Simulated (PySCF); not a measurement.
C2H6Cl2Sn, singlet, geometry from GFN2-xTB (such geometries of metal compounds can be far from the true shape) (core potentials on Sn). Base run: DF-PBE0/def2-SV(P) (PySCF).

Input for PySCF:
```python
from pyscf import gto, scf, dft

mol = gto.Mole()
mol.atom = '''
    C     1.802743   -1.518929    0.130225
    Sn   -0.015529   -0.267777   -0.050012
    C    -1.958449   -1.159081   -0.628532
    Cl    0.454020    1.440199   -1.566767
    Cl   -0.322578    0.822633    1.988397
    H     1.647280   -2.258916    0.905649
    H     2.630554   -0.870761    0.394279
    H     1.996078   -2.001301   -0.820028
    H    -2.685552   -0.358407   -0.702241
    H    -2.261782   -1.868720    0.131394
    H    -1.850392   -1.653142   -1.586324
'''
mol.basis = 'def2-sv(p)'
mol.ecp = {'Sn': 'def2-sv(p)'}
mol.charge = 0
mol.spin = 0
mol.verbose = 4
mol.build()

mf = dft.RKS(mol)
mf.xc = 'pbe0'
mf = mf.density_fit(auxbasis='def2-universal-jkfit')
mf.kernel()
mf.analyze()
```

Each row names what was changed in the base input (with any setting that the change needs).

| change | basis functions | E (Eh) | HOMO (eV) | HOMO-LUMO gap (eV) | dipole (D) |
|---|---|---|---|---|---|
| base | 102 | -1213.85595 | -8.09 | 7.21 | 3.68 |
| basis = x2c-SVPall; relativity = none (without mol.ecp = {'Sn': 'def2-sv(p)'}; without mf = mf.density_fit(auxbasis='def2-universal-jkfit')) | 130 | -6890.55987 | -8.30 | 8.32 | 2.98 |
| basis = ANO-RCC-VDZP; relativity = spin-free X2C; nucleus = Gaussian (with mol.nucmod = 'G'; without mol.ecp = {'Sn': 'def2-sv(p)'}; without mf = mf.density_fit(auxbasis='def2-universal-jkfit')) | 137 | -7178.84549 | -8.30 | 6.99 | 4.07 |
| basis = jorge-DZP-DKH; relativity = none (without mol.ecp = {'Sn': 'def2-sv(p)'}; without mf = mf.density_fit(auxbasis='def2-universal-jkfit')) | 156 | -6964.43960 | -8.46 | 7.20 | 4.26 |
| basis = jorge-DZP-DKH; relativity = spin-free X2C (without mol.ecp = {'Sn': 'def2-sv(p)'}; without mf = mf.density_fit(auxbasis='def2-universal-jkfit')) | 156 | -7173.94384 | -8.35 | 6.44 | 4.57 |
| basis = ANO-RCC-VDZP; relativity = spin-free X2C (without mol.ecp = {'Sn': 'def2-sv(p)'}; without mf = mf.density_fit(auxbasis='def2-universal-jkfit')) | 137 | -7179.01374 | -8.30 | 6.99 | 4.07 |
| basis = jorge-DZP-DKH; relativity = spin-free X2C; nucleus = Gaussian (with mol.nucmod = 'G'; without mol.ecp = {'Sn': 'def2-sv(p)'}; without mf = mf.density_fit(auxbasis='def2-universal-jkfit')) | 156 | -7173.80032 | -8.35 | 6.44 | 4.57 |
| basis = ANO-RCC-VDZP; relativity = none (without mol.ecp = {'Sn': 'def2-sv(p)'}; without mf = mf.density_fit(auxbasis='def2-universal-jkfit')) | 137 | -6853.14874 | -8.50 | 7.91 | 3.43 |
| basis = x2c-SVPall; relativity = spin-free X2C (without mol.ecp = {'Sn': 'def2-sv(p)'}; without mf = mf.density_fit(auxbasis='def2-universal-jkfit')) | 130 | -7178.03719 | -8.08 | 7.20 | 3.64 |
| basis = x2c-SVPall; relativity = spin-free X2C; nucleus = Gaussian (with mol.nucmod = 'G'; without mol.ecp = {'Sn': 'def2-sv(p)'}; without mf = mf.density_fit(auxbasis='def2-universal-jkfit')) | 130 | -7177.91064 | -8.08 | 7.20 | 3.64 |

Absolute energies of different levels of theory aren't comparable as measures of quality.

Basis sets contracted for a relativistic Hamiltonian are a mismatch without it, so the rows without relativity aren't non-relativistic limits. No row has spin-orbit coupling; sets with core potentials leave out the core electrons.
